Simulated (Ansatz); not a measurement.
A run on C$_{2}$H$_{5}$Se, SMILES `CC[Se]` radical with other settings.

```yaml
crystal:
  periodic: [false, false, false]
  atoms:
    - {symbol: C, position_ang: [-0.432889, 0.597321, -0.339789]}
    - {symbol: C, position_ang: [0.259006, -0.618926, 0.234735]}
    - {symbol: Se, position_ang: [2.013809, -0.281351, 0.993660]}
    - {symbol: H, position_ang: [-1.411578, 0.324319, -0.746996]}
    - {symbol: H, position_ang: [0.156827, 1.042790, -1.142735]}
    - {symbol: H, position_ang: [-0.584334, 1.361572, 0.424373]}
    - {symbol: H, position_ang: [0.412637, -1.399384, -0.516303]}
    - {symbol: H, position_ang: [-0.321277, -1.083341, 1.037355]}
basis:
  gaussian: {orbitals: def2-SVP, fitting: {mean_field: def2-universal-jkfit}}
magnetization: {spin_polarized: true, initial_magnetization: 1}
hamiltonian: {xc: {name: SVWN5}}
accuracy: high
```

```sh
$ ansatz run in.yaml --threads 4 --pin off --events-out ev --progress --plain --max-ram 10444MiB
```

It prints (some lines left out):

```
Functional definition: SVWN5
506 factors; integrals over basis functions are off by at most 2.4e-1 eV
mean field evaluation 1: about -67371.2259 eV, gradient 4.5e1 eV
mean field evaluation 2: about -67329.9154 eV, gradient 8.7e1 eV
mean field evaluation 4: about -67380.8869 eV, gradient 7.3e0 eV
mean field evaluation 8: about -67381.1341 eV, gradient 1.3e0 eV
mean field evaluation 16: about -67381.1524 eV, gradient 6.1e-3 eV
mean field -67381.15239758 eV, -2476.2116780255 hartree, gradient 2.5e-8 eV, S^2 0.751008; 3 other end points of the search recorded, 0 dependent functions left out
reference -67381.15240034 eV, -2476.2116781272 hartree; 26, 25 occupied and 59, 60 virtual orbitals, 506 factors
Total energy: -67381.15240034 eV, -2476.2116781272 hartree
```

It took 1.5 s on 4 threads of an Arm Neoverse V2 on a shared host, with 0.36 GiB of host memory at the peak.
